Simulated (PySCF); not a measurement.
**How methods differ on the excitation energy of Rh**

Rh [Kr] 4d8 5s1 (4F) → Rh [Kr] 4d7 5s2 (4F), as a difference of total energies. Calculation: PySCF 2.14, in def2-QZVPPD with the def2 core potential (28 electrons) (7s5p4d4f2g, 88 functions); scalar relativity through the core potential. Correlated levels: valence: 4s2 4p6 frozen; valence and next inner shell: nothing frozen outside the core potential. The calculations carry no spin-orbit coupling.

| method | excitation energy (eV) |
| --- | --- |
| UHF | 1.302 |
| LDA | 1.781 |
| PBE | 1.850 |
| PBE0 | 1.824 |
| r2SCAN | 1.788 |
| MN15 | 2.104 |
| LC-wPBE | 2.001 |
| wB97X | 1.395 |
| HSE06 | 1.800 |
| MP2 (valence) | 1.786 |
| SCS-MP2 (valence) | 1.726 |
| MP2 (valence and next inner shell) | 1.626 |
| SCS-MP2 (valence and next inner shell) | 1.484 |

**Question.** How much does correlation contribute at MP2 (valence and next inner shell)?

**Answer.** 1.626 − (1.302) = 0.324 eV, measured against UHF.
